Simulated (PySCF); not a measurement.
PySCF job for B(H)3 cation (BH₃), SMILES B (connectivity only; charge and spin as stated), charge +1, multiplicity 2, IEF-PCM-M06-2X/def2-TZVPD. Geometry optimised at r2SCAN-D4/def2-TZVPD. The spin state was assumed, not searched. The isomer is the one that the SMILES or the coordinates give; other isomers of the formula were not compared.

```python
import numpy as np
from pyscf import gto, scf, dft
from pyscf.solvent import pcm

mol = gto.M(
    atom='''
    B     0.00000000    0.00000000   -0.11725891
    H    -0.00000000   -0.71639781    0.93811674
    H    -0.00000000    0.71639781    0.93811674
    H    -0.00000000   -0.00000001   -1.28993894
    ''',
    basis='def2-TZVPD',
    charge=1,
    spin=1,
    max_memory=1600,
    verbose=3,
)
mf = dft.UKS(mol, xc='m06-2x').density_fit(auxbasis='def2-universal-jkfit')
mf.grids.level = 4
mf.conv_tol = 1e-9
mf.max_cycle = 100
mf.kernel()
fine, coarse = mf.grids, dft.Grids(mol).set(level=1).build(with_non0tab=True)
for _ in range(3):  # follow internal instabilities
    mf.grids = coarse
    mo, _, stable, _ = mf.stability(return_status=True, nroots=4)
    mf.grids = fine
    if stable:
        break
    mf.kernel(mf.make_rdm1(mo, mf.mo_occ))
res = {}
for name, eps in {'water': 78.355, 'methanol': 32.613, 'toluene': 2.3741}.items():
    s = mf.PCM()
    s.with_solvent.method, s.with_solvent.eps, s.with_solvent.lebedev_order = 'IEF-PCM', eps, 29
    s.kernel(mf.make_rdm1())
    res[name] = (s.e_tot, eps, s.dip_moment(), s.mo_energy, s.converged)
    print(f'{name}: electrostatic solvation free energy {(s.e_tot - mf.e_tot) * 627.509474:.3f} kcal/mol')
```

Log of the run:

```

WARN: HOMO -0.253705957200024 >= LUMO -0.253705957200024

converged SCF energy = -26.1535938589892  <S^2> = 0.75247924  2S+1 = 2.0024777
<class 'pyscf.df.df_jk.DFUKS'> wavefunction is stable in the internal stability analysis

WARN: PCM is an experimental feature. It is still in testing.
Features and APIs may be changed in the future.

converged SCF energy = -26.2698728388241  <S^2> = 0.75239711  2S+1 = 2.0023957

WARN: System has nonzero charge 1; the dipole moment is origin-dependent.
Location of origin: [0. 0. 0.]

Dipole moment(X, Y, Z, Debye):  0.00000, -0.00000,  1.39095
water: electrostatic solvation free energy -72.966 kcal/mol

WARN: PCM is an experimental feature. It is still in testing.
Features and APIs may be changed in the future.

converged SCF energy = -26.267745560981  <S^2> = 0.75239957  2S+1 = 2.0023981

WARN: System has nonzero charge 1; the dipole moment is origin-dependent.
Location of origin: [0. 0. 0.]

Dipole moment(X, Y, Z, Debye):  0.00000, -0.00000,  1.38220
methanol: electrostatic solvation free energy -71.631 kcal/mol

WARN: PCM is an experimental feature. It is still in testing.
Features and APIs may be changed in the future.

converged SCF energy = -26.2214874964403  <S^2> = 0.75244194  2S+1 = 2.0024405

WARN: System has nonzero charge 1; the dipole moment is origin-dependent.
Location of origin: [0. 0. 0.]

Dipole moment(X, Y, Z, Debye): -0.00000, -0.00000,  1.23456
toluene: electrostatic solvation free energy -42.604 kcal/mol
```

The run converged.

Cost: roughly 30 core-seconds.
